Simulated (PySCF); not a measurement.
# Two-component Hartree-Fock for Re⁺ (rhenium, charge +1)

Start: [Xe] 4f14 5d5 6s1; 5d3/2 filled at m_j = -3/2, -1/2, +1/2, +3/2; 5d5/2 filled at m_j = +5/2; 6s1/2 filled at m_j = +1/2. Calculated with PySCF 2.14 in x2c-TZVPall-2c: generalised Hartree-Fock with the X2C-1e Hamiltonian and a Gaussian nucleus; one run each with spin-orbit coupling (SO) switched off, then screened by Boettger's factors.

```tsv
spinor shell	electrons	ε, spin-free (eV)	ε, screened SO (eV)	weight of nominal j (screened SO)	rms radius, screened SO (bohr)
1s1/2	2	-72075.9	-72052.8	1.000	0.0204
2s1/2	2	-12646.7	-12639.5	1.000	0.0824
2p1/2	2	-11042.6	-12072.8	1.000	0.0700
2p3/2	4	-11042.6	-10627.4	1.000	0.0775
3s1/2	2	-2997.2	-2994.8	1.000	0.210
3p1/2	2	-2516.2	-2742.4	1.000	0.202
3p3/2	4	-2516.2	-2423.3	1.000	0.217
3d3/2	4	-1964.2	-2004.3	1.000	0.192
3d5/2	6	-1964.2	-1935.4	1.000	0.196
4s1/2	2	-664.66	-663.88	1.000	0.468
4p1/2	2	-504.06	-557.34	1.000	0.476
4p3/2	4	-504.06	-482.00	1.000	0.509
4d3/2	4	-298.42	-306.70	0.999	0.531
4d5/2	6	-298.42	-292.27	0.999	0.543
5s1/2	2	-108.27	-108.13	1.000	1.12
5p1/2	2	-64.943	-74.602	0.918	1.25
4f5/2	6	-67.822	-68.974	0.981	0.637
4f7/2	8	-67.822	-66.355	0.986	0.638
5p3/2	4	-64.943	-60.821	0.958	1.32
5d3/2	4	-19.769	-19.870	0.586	1.95
5d5/2	1	-19.769	-19.264	1.000	1.99
6s1/2	1	-16.059	-16.043	1.000	3.09
```

```json
{"quantity": "E (hartree)", "spin-free": "-16679.71447", "screened SO": "-16700.49214"}
{"quantity": "M_J", "spin-free": "3", "screened SO": "3"}
{"quantity": "⟨J²⟩", "spin-free": "12.007", "screened SO": "12.008"}
{"quantity": "⟨L²⟩", "spin-free": "0.000", "screened SO": "0.213"}
{"quantity": "⟨S²⟩", "spin-free": "12.007", "screened SO": "11.929"}
```

Each row is a mean over spinors that exchange with the open shell spreads, by up to 8.408 eV (5p3/2).

Rows whose weight is well below 1 are mixtures of j = l ± 1/2: exchange outweighs spin-orbit coupling there, and the label is only the starting occupation.

Breit and QED terms are absent; they matter most for the inner s and p1/2 levels.

Densities and radii are taken from the X2C orbitals without a picture-change correction, which distorts them close to the nucleus.

Without spin-orbit coupling the j labels of p, d and f shells carry no meaning; the spin-free column gives the mean over the occupied spinors of each nl shell.
